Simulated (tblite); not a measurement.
Compound: C5H5OS (doublet state).
Cartesian coordinates in Å at the GFN2-xTB level; atoms count from 1:
```xyz
12
C5H5OS angstrom
S      2.5563   -0.4919    0.9410
C      1.4318   -0.8839   -0.4719
C      0.0706   -0.3652   -0.2433
C     -1.0498   -0.9098    0.2922
C     -2.0711    0.0536    0.3077
C     -1.4891    1.1638   -0.2281
O     -0.2039    0.9329   -0.5624
H      2.4015    0.8281    0.8637
H      1.8757   -0.4506   -1.3674
H      1.4270   -1.9697   -0.5345
H     -3.0744   -0.0542    0.6601
H     -1.8735    2.1462   -0.4184
```

All values are computed: GFN2-xTB (tblite) harmonic vibrations without scaling, gas phase. Errors from tens to a few hundred cm⁻¹ against measured bands are possible. Modes of hydrogen on sulfur can be 10 to 20 % off. One conformer, not necessarily the lowest. Open shells enter through the occupations alone, without spin polarisation, and single modes of such species can be off by tens of per cent.

Harmonic wavenumbers (cm⁻¹): 47.2, 112.1, 203.2, 308.7, 318.2, 545.7, 590.2, 651.2, 699.9, 730.8, 765.7, 819.7, 830.6, 914.3, 939.3, 1051.0, 1105.4, 1127.7, 1180.0, 1209.9, 1222.5, 1333.6, 1407.9, 1462.0, 1570.4, 2440.2, 2990.1, 3031.1, 3162.4, 3202.4.

A = 6324, B = 1293, C = 1221 MHz; mass 113.006 u (most abundant isotopes); point group C1, symmetry number 1; spin multiplicity 2.

Task: Zero-point energy?

Result: Half the sum of the wavenumbers: 17987 cm⁻¹ = 215.17 kJ/mol.

Task: What is S at 400 K and 1 bar for an ideal gas of classical rigid rotors and harmonic oscillators?

Result: Translation 173.92, rotation 120.26, vibration 94.48, spin (R ln 2) 5.76: S = 394.4 J/(mol K).

Task: And Cp and H(400 K) − H(0)?

Result: Cp = 139.26 J/(mol K), of which vibrations give 106.01 (their classical limit is 30 R = 249.4); H(400 K) − H(0) = 33.45 kJ/mol without the zero-point energy, 20.15 from vibrations.

Task: Blend soft modes into free rotors: weight 1/[1 + (100 cm⁻¹/ν̃)⁴] for the oscillator and the rest for a rotor with moment μB/(μ + B), μ = h/(8π²ν), B = 10⁻⁴⁴ kg m². What vibrational entropy results?

Result: 86.75 J/(mol K) in place of 94.48, which changes −T·S at 400 K by +3.10 kJ/mol.

Task: How do the functions run with temperature in this model?

Result: 
```tsv
T (K)	S (J/(mol K))	Cp (J/(mol K))	H − H(0) (kJ/mol)	G − H(0) (kJ/mol)	ln q(vib)
100	273.6	56.5	4.47	-22.90	1.01
200	320.0	81.2	11.29	-52.70	2.39
300	358.5	111.1	20.89	-86.66	3.82
500	428.1	162.3	48.57	-165.47	6.83
800	515.1	206.6	104.63	-307.44	11.37
1000	563.2	224.4	147.84	-415.38	14.22
```

q(vib) and H(0) count from the zero-point level.

Task: Which modes carry the vibrational entropy at 400 K?

Result: 47.2 cm⁻¹: 23.07; 112.1 cm⁻¹: 15.92; 203.2 cm⁻¹: 11.10; 308.7 cm⁻¹: 7.86; 318.2 cm⁻¹: 7.63; 545.7 cm⁻¹: 3.93 J/(mol K); the other 24 give 24.98 together.

Hindered rotation and anharmonicity are outside this model. Other conformers, if any are populated, would add a mixing term that is left out. The structure is chiral; the term R ln 2 for an equal mix with its mirror image is left out.
